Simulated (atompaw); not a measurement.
**gallium: one change to a PAW (atompaw) potential, before and after**

```
Element                 : gallium
Generator               : atompaw 4.2.0.5
Type                    : PAW
Functional              : PBE
Relativity              : scalar-relativistic
Frozen core             : [Ar]
Valence charge          : 13
Reference configuration : 3d10 4s2 4p1
Partial waves           : 4s (bound): rc 1.95 bohr; 4s channel at -0.1 Ry: rc 1.95 bohr; 4p (bound): rc 2.55 bohr; 4p channel at 0.25 Ry: rc 2.55 bohr; 3d (bound): rc 0.70 bohr; 3d channel at 2.9 Ry: rc 0.70 bohr
Local potential         : troulliermartins scheme with l = 3 at 1 Ry, radius 1.90 bohr
Core correction         : smooth core density matched at 1.90 bohr
Augmentation charge     : sinc compensation charge, radius 2.20 bohr; PAW radius 2.55 bohr; waves and projectors: custom rrkj gramschmidtortho
```

All-electron outer shells of the reference configuration (PBE, scalar-relativistic, ld1.x):

```
shell  level (eV)  outermost node (bohr)  outermost maximum (bohr)
   3s     -148.13                   0.27                      0.56
   3p      -98.86                   0.24                      0.56
   3d      -19.15                      –                      0.53
   4s       -8.95                   0.81                      1.90
   4p       -2.58                   0.87                      2.53
```

Change: augmentation sinc compensation charge, radius 2.20 bohr; PAW radius 2.55 bohr; waves and projectors: custom polynom vanderbiltortho.

Cutoffs: the cutoffs (Ry, on a coarse ladder) from which the occupation-weighted sum of valence levels, in a spherical-Bessel basis at the reference potential, stays within 10 and 1 mRy of its value at 400 Ry; they do not see the model core or the augmentation charge, which bear on the density cutoff.

What does the change do?

A bound ghost appears in s, which as a rule spoils a file; the range in which the s phases agree widens (upper end 3.4 → at the end of the scan).

```csv
quantity,base,changed
"cutoff, loose",300 Ry,300 Ry
"cutoff, tight",over 300 Ry,over 300 Ry
loose cutoff by channel (10 mRy a level),"s 6 Ry, p 6 Ry, d 200 Ry","s 6 Ry, p 6 Ry, d 180 Ry"
bound ghosts,none,s
s: phases at 2.55 bohr within 0.05 rad from the reference energy up to (Ry; the scan ends near 5),3.4,to the end of the scan
p: phases at 2.55 bohr within 0.05 rad from the reference energy up to (Ry; the scan ends near 5),3.6,4.2
d: phases at 2.55 bohr within 0.05 rad from the reference energy up to (Ry; the scan ends near 5),to the end of the scan,to the end of the scan
lowest overlap eigenvalue by channel,"s 0.38, p 0.61, d 0.92","s 0.07, p 0.49, d 0.97"
```

 A true bound ghost makes a file unfit for plane-wave use even where its test errors are small: the radial tests pick states by their node count and pass the ghost by. The cutoffs see the waves, projectors and local potential, not the compensation charge or the core.
